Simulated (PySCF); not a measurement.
Bond curve of KAl

Set-up: K 3-21G, Al 3-21G; no relativity (PySCF 2.14). Energies in eV from K + Al in their ground configurations at the same level. All curves are PBE0. state 1: ³Π (triplet), unpaired electrons σ ↑, π ↑; state 2: ¹Σ⁺ (singlet), closed shell, a second solution, started from another occupation; state 3: Ms = 0 determinant of mixed spin (⟨S²⟩ near 1.0), unpaired electrons σ ↓, π ↑, a second solution, started from another occupation; state 4: ³Σ⁻ (triplet), unpaired electrons π ↑↑, a second solution, started from another occupation.

| R (Å) | state 1 | state 2 | state 3 | state 4 |
| --- | --- | --- | --- | --- |
| 3.001 | -0.4348 | -0.0730 | -0.2217 | 0.0006 |
| 3.141 | -0.5367 | -0.2636 | -0.3288 | -0.0120 |
| 3.281 | -0.5929 | -0.3923 | -0.3925 | 0.0087 |
| 3.385 | -0.6129 | -0.4567 | -0.4193 | 0.0399 |
| 3.490 | -0.6183 | -0.4988 | -0.4324 | 0.0809 |
| 3.595 | -0.6127 | -0.5224 | -0.4351 | 0.1291 |
| 3.734 | -0.5925 | -0.5309 | -0.4268 | 0.2009 |
| 3.909 | -0.5535 | -0.5129 | -0.4035 | 0.2979 |
| 4.118 | -0.4957 | -0.4620 | -0.3647 | 0.4178 |
| 4.397 | -0.4132 | -0.3639 | -0.3060 | 0.5744 |

Question: Put a parabola through the three lowest points of the state 1 curve and estimate Re, k and ωe (reduced mass 15.94 u; 1 eV/Å² = 0.16022 mdyn/Å; ωe = 1302.8·√(k/μ) cm⁻¹).

Answer: Through R = 3.385, 3.49, 3.595 Å the second-order coefficient is 0.499 eV/Å², so Re ≈ 3.489 Å, k ≈ 0.160 mdyn/Å and ωe ≈ 130 cm⁻¹. A polynomial fit of higher order to the unrounded PBE0 energies gives Re = 3.485 Å, k = 0.164 mdyn/Å, ωe = 132 cm⁻¹; anharmonicity and rounding make the difference.

The higher-order fit for each curve: state 1: Re = 3.485 Å, ωe = 132 cm⁻¹, De = 0.62 eV; state 2: Re = 3.715 Å, ωe = 137 cm⁻¹, minimum 0.53 eV below the ground-state fragments; state 3: Re = 3.574 Å, ωe = 114 cm⁻¹, minimum 0.435 eV below the ground-state fragments; state 4: Re = 3.116 Å, ωe = 175 cm⁻¹, minimum 0.013 eV below the ground-state fragments.

Closed-shell solutions of metal pairs were not tested for spin polarisation, which can lower them a little. 3-21G is very small, so such numbers show the basis as much as the molecule. The state was picked by a PBE0 search and need not be the measured ground state.
